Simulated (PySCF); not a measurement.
Delta-SCF ions had no search for a lower state. Excitations are Tamm–Dancoff values on a coarser integration grid. The basis has no diffuse functions, so Rydberg states are missing or too high.

## C$_{10}$H$_{9}$ClSi, SMILES `c1(Cl)ccc([SiH3])c2ccccc12` (charge 0, multiplicity 1)

Calculation: PBE0-D4/def2-TZVP // PBE0-D4/def2-SVP (PySCF 2.14.0).

- HOMO = -6.56 eV
- dipole moment = 0.71 D
- HOMO–LUMO gap = 4.83 eV
- LUMO = -1.73 eV
- S1 excitation (TDA) = 4.37 eV
- S1 oscillator strength = 0.167
- brightest of the four lowest singlets (TDA) = 4.37 eV
- T1 excitation (TDA) = 2.84 eV
- S1–T1 gap (TDA) = 1.53 eV
- vertical ionisation energy (Delta-SCF) = 8.09 eV
- total energy = -30902.00 eV
- cost = around 40 core-minutes (rough)

Bond lengths (Å): Si1–C2 1.880, Si1–H13 1.496, Si1–H14 1.493, Si1–H15 1.496, C2–C3 1.383, C2–C12 1.431, C3–C4 1.410, C3–H16 1.093, C4–C5 1.374, C4–H17 1.091, C5–Cl6 1.733, C5–C7 1.424, C7–C8 1.417, C7–C12 1.432, C8–C9 1.375, C8–H18 1.091, C9–C10 1.411, C9–H19 1.092, C10–C11 1.375, C10–H20 1.092, C11–C12 1.419, C11–H21 1.093. Angles (°): C2–Si1–H13 111.6, C2–Si1–H14 107.8, C2–Si1–H15 111.6, H13–Si1–H14 109.1, H13–Si1–H15 107.5, H14–Si1–H15 109.1, Si1–C2–C3 119.0, Si1–C2–C12 122.4, C3–C2–C12 118.6, C2–C3–C4 121.9, C2–C3–H16 120.1, C4–C3–H16 118.0, C3–C4–C5 119.7, C3–C4–H17 120.6, C5–C4–H17 119.7, C4–C5–Cl6 118.7, C4–C5–C7 121.6, Cl6–C5–C7 119.7, C5–C7–C8 122.7, C5–C7–C12 117.8, C8–C7–C12 119.5, C7–C8–C9 120.8, C7–C8–H18 118.6, C9–C8–H18 120.6, C8–C9–C10 120.2, C8–C9–H19 119.9, C10–C9–H19 119.9, C9–C10–C11 120.1, C9–C10–H20 119.9, C11–C10–H20 120.0, C10–C11–C12 121.6, C10–C11–H21 119.4, C12–C11–H21 119.1, C2–C12–C7 120.4, C2–C12–C11 121.7, C7–C12–C11 117.9.
